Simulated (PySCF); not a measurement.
F₆Mo, charge +1, doublet, geometry from GFN2-xTB (such geometries of metal compounds can be far from the true shape) (the multiplicity is a formal guess) (all electrons, no relativity); PySCF with M062X/3-21G.

Input for PySCF:
```python
from pyscf import gto, scf, dft

mol = gto.Mole()
mol.atom = '''
    Mo    0.00000000    0.00000000    0.00000000
    F     1.04528323   -0.44122247   -1.33014128
    F    -1.04528323    0.44122247    1.33014128
    F    -1.11130874    0.74998149   -1.12209214
    F    -0.85378333   -1.51638406   -0.16793906
    F     0.85378333    1.51638406    0.16793906
    F     1.11130874   -0.74998149    1.12209214
'''
mol.basis = '3-21g'
mol.charge = 1
mol.spin = 1
mol.verbose = 4
mol.symmetry = True
mol.symmetry_subgroup = 'C2h'
mol.build()

mf = dft.UKS(mol)
mf.xc = 'm062x'
mf.kernel()
mf.analyze()
```

What the program printed (banner, timings and long lists left out):

```
PySCF version 2.14.0

[INPUT] verbose = 4
[INPUT] num. atoms = 7
[INPUT] num. electrons = 95
[INPUT] charge = 1
[INPUT] spin (= nelec alpha-beta = 2S) = 1
[INPUT] symmetry True subgroup C2h
[INPUT] Mole.unit = angstrom
[INPUT] Symbol           X                Y                Z      unit          X                Y                Z       unit  Magmom
[...]
nuclear repulsion = 931.288666722588
point group symmetry = Oh, use subgroup C2h
symmetry origin: [3.70074342e-17 0.00000000e+00 0.00000000e+00]
symmetry axis x: [ 0.63564926 -0.42897636  0.64181718]
symmetry axis y: [-0.48834921 -0.8673453  -0.09605822]
symmetry axis z: [ 0.59788382 -0.25237158 -0.76081767]
num. orbitals of irrep Ag = 34
num. orbitals of irrep Bg = 14
num. orbitals of irrep Au = 14
num. orbitals of irrep Bu = 28
number of shells = 44
number of NR pGTOs = 171
number of NR cGTOs = 90
basis = 3-21g
ecp = {}

******** <class 'pyscf.dft.uks_symm.SymAdaptedUKS'> ********
method = SymAdaptedUKS
initial guess = minao
damping factor = 0
level_shift factor = 0
DIIS = <class 'pyscf.scf.diis.CDIIS'>
diis_start_cycle = 1
diis_space = 8
diis_damp = 0
SCF conv_tol = 1e-09
SCF conv_tol_grad = None
SCF max_cycles = 50
direct_scf = True
direct_scf_tol = 1e-13
number electrons alpha = 48  beta = 47
XC library pyscf.dft.libxc version 7.1.2
    S. Lehtola, C. Steigemann, M. J. T. Oliveira, and M. A. L. Marques,  SoftwareX 7, 1–5 (2018)
XC functionals = m062x
    Y. Zhao and D. G. Truhlar,  Theor. Chem. Acc. 120, 215 (2008)
    Y. Zhao and D. G. Truhlar,  Theor. Chem. Acc. 120, 215 (2008)
radial grids:
    Treutler-Ahlrichs [JCP 102, 346 (1995); DOI:10.1063/1.469408] (M4) radial grids

becke partition: Becke, JCP 88, 2547 (1988); DOI:10.1063/1.454033
pruning grids: <function nwchem_prune>
grids dens level: 3
symmetrized grids: True
atomic radii adjust function: <function treutler_atomic_radii_adjust>
small_rho_cutoff = 0
Freeze 0 electrons in irreps []
    95 free electrons in irreps Ag Bg Au Bu
Set gradient conv threshold to 3.16228e-05
tot grids = 108016
init E= -4548.69392452103

cycle= 1 E= -4552.99519565105  delta_E= -4.3  |g|= 1.31  |ddm|= 2.24

cycle= 2 E= -4545.59929249466  delta_E=  7.4  |g|= 4.23  |ddm|= 3.49
cycle= 3 E= -4553.91480701366  delta_E= -8.32  |g|= 0.655  |ddm|= 2.74
cycle= 4 E= -4554.05763244469  delta_E= -0.143  |g|= 0.26  |ddm|= 0.508
cycle= 5 E= -4554.07395649618  delta_E= -0.0163  |g|= 0.0781  |ddm|= 0.109
cycle= 6 E= -4554.07657724712  delta_E= -0.00262  |g|= 0.0175  |ddm|= 0.0472
cycle= 7 E= -4554.07672219335  delta_E= -0.000145  |g|= 0.00353  |ddm|= 0.0148
cycle= 8 E= -4554.07673166832  delta_E= -9.47e-06  |g|= 0.00161  |ddm|= 0.00514
cycle= 9 E= -4554.07673371838  delta_E= -2.05e-06  |g|= 0.000836  |ddm|= 0.00212
cycle= 10 E= -4554.07673584766  delta_E= -2.13e-06  |g|= 0.000273  |ddm|= 0.00378
cycle= 11 E= -4554.07673639638  delta_E= -5.49e-07  |g|= 0.000121  |ddm|= 0.00211
cycle= 12 E= -4554.07673661183  delta_E= -2.15e-07  |g|= 4.09e-05  |ddm|= 0.00194
cycle= 13 E= -4554.07673663198  delta_E= -2.02e-08  |g|= 1.64e-05  |ddm|= 0.000559
cycle= 14 E= -4554.0767366356  delta_E= -3.62e-09  |g|= 9.43e-06  |ddm|= 0.000245
cycle= 15 E= -4554.07673663615  delta_E= -5.5e-10  |g|= 5.59e-06  |ddm|= 6.38e-05
Extra cycle  E= -4554.07673663632  delta_E= -1.66e-10  |g|= 5.52e-06  |ddm|= 2.1e-05
converged SCF energy = -4554.07673663632  <S^2> = 0.78458191  2S+1 = 2.034288
**** SCF Summaries ****
Total Energy =                       -4554.076736636317946
Nuclear Repulsion Energy =             931.288666722588459
One-electron Energy =                -8118.355233521186165
Two-electron Energy =                 2632.989830162280214
Two-electron Coulomb Energy =         2816.140594361214426
DFT Exchange-Correlation Energy =     -183.150764198934269
Wave-function symmetry = Bu
alpha occupancy for each irrep:     Ag   Bg   Au   Bu
                                    18    6    8   16
beta  occupancy for each irrep:     Ag   Bg   Au   Bu
[...]
beta  MO #34 (Ag #16), energy= -0.947169813355324 occ= 1
beta  MO #35 (Bg #4), energy= -0.941617358198666 occ= 1
beta  MO #36 (Au #6), energy= -0.889059278779706 occ= 1
beta  MO #37 (Bu #11), energy= -0.889058009320753 occ= 1
beta  MO #38 (Ag #17), energy= -0.823735360801409 occ= 1
beta  MO #39 (Bg #5), energy= -0.811523681912718 occ= 1
beta  MO #40 (Bu #12), energy= -0.811437903320519 occ= 1
beta  MO #41 (Ag #18), energy= -0.811431360676237 occ= 1
beta  MO #42 (Bu #13), energy= -0.805322797210367 occ= 1
beta  MO #43 (Au #7), energy= -0.8052924477284 occ= 1
beta  MO #44 (Bu #14), energy= -0.789000927673668 occ= 1
beta  MO #45 (Au #8), energy= -0.783552643058226 occ= 1
beta  MO #46 (Bu #15), energy= -0.783525708647619 occ= 1
beta  MO #47 (Bg #6), energy= -0.775717150266369 occ= 1
beta  MO #48 (Bu #16), energy= -0.63122067122467 occ= 0
beta  MO #49 (Ag #19), energy= -0.444512305763364 occ= 0
beta  MO #50 (Bg #7), energy= -0.444475288203082 occ= 0
beta  MO #51 (Bg #8), energy= -0.426333593136065 occ= 0
beta  MO #52 (Ag #20), energy= -0.209550614146005 occ= 0
beta  MO #53 (Ag #21), energy= -0.208642374605863 occ= 0
beta  MO #54 (Ag #22), energy= -0.154788077104704 occ= 0
beta  MO #55 (Bu #17), energy= -0.123734076437412 occ= 0
beta  MO #56 (Bu #18), energy= -0.111504198017289 occ= 0
beta  MO #57 (Au #9), energy= -0.111500797827176 occ= 0
beta  MO #58 (Ag #23), energy= 0.0537689021380876 occ= 0
beta  MO #59 (Bu #19), energy= 0.0571833379116811 occ= 0
beta  MO #60 (Bu #20), energy= 0.0663981080002012 occ= 0
beta  MO #61 (Au #10), energy= 0.0664585101534145 occ= 0
beta  MO #62 (Ag #24), energy= 0.559677536905018 occ= 0
beta  MO #63 (Bg #9), energy= 0.559935790775281 occ= 0
beta  MO #64 (Bg #10), energy= 0.576197876726885 occ= 0
beta  MO #65 (Ag #25), energy= 0.847207631189606 occ= 0
beta  MO #66 (Ag #26), energy= 0.853009743779428 occ= 0
beta  MO #67 (Au #11), energy= 1.56393312614755 occ= 0
beta  MO #68 (Bu #21), energy= 1.56396346787044 occ= 0
beta  MO #69 (Bu #22), energy= 1.6065216735399 occ= 0
beta  MO #70 (Bu #23), energy= 1.63598561525847 occ= 0
beta  MO #71 (Bu #24), energy= 1.65805194730649 occ= 0
beta  MO #72 (Au #12), energy= 1.65805356662806 occ= 0
beta  MO #73 (Bg #11), energy= 1.6859738916537 occ= 0
beta  MO #74 (Ag #27), energy= 1.68611113537414 occ= 0
beta  MO #75 (Ag #28), energy= 1.68892648412478 occ= 0
beta  MO #76 (Bg #12), energy= 1.72848493661744 occ= 0
beta  MO #77 (Ag #29), energy= 1.80706540287021 occ= 0
beta  MO #78 (Au #13), energy= 1.81478900688916 occ= 0
beta  MO #79 (Bu #25), energy= 1.81486817227096 occ= 0
beta  MO #80 (Bu #26), energy= 1.82563803756783 occ= 0
beta  MO #81 (Ag #30), energy= 1.82947196892566 occ= 0
beta  MO #82 (Ag #31), energy= 1.9002948908381 occ= 0
beta  MO #83 (Bg #13), energy= 1.90051505791839 occ= 0
beta  MO #84 (Bg #14), energy= 1.92988841332687 occ= 0
beta  MO #85 (Bu #27), energy= 3.1466312311235 occ= 0
beta  MO #86 (Bu #28), energy= 3.19025141263932 occ= 0
beta  MO #87 (Au #14), energy= 3.19037848190662 occ= 0
beta  MO #88 (Ag #32), energy= 3.64257999901807 occ= 0
beta  MO #89 (Ag #33), energy= 3.74404966475482 occ= 0
beta  MO #90 (Ag #34), energy= 3.76724556218206 occ= 0
 ** Mulliken pop alpha/beta on meta-lowdin orthogonal AOs **
 ** Mulliken pop       alpha | beta **
In total            48.00000 | 47.00000
 ** Mulliken atomic charges   ( Nelec_alpha | Nelec_beta ) **
charge of  0Mo =      1.71058  (    20.08445     20.20497 )
charge of  1F =     -0.19374  (     4.59188      4.60186 )
charge of  2F =     -0.19374  (     4.59188      4.60186 )
charge of  3F =      0.03213  (     4.77403      4.19385 )
charge of  4F =     -0.19368  (     4.59187      4.60181 )
charge of  5F =     -0.19368  (     4.59187      4.60181 )
charge of  6F =      0.03213  (     4.77403      4.19385 )

WARN: System has nonzero charge 1; the dipole moment is origin-dependent.
Location of origin: [0. 0. 0.]

Dipole moment(X, Y, Z, Debye): -0.00000, -0.00000, -0.00000
```
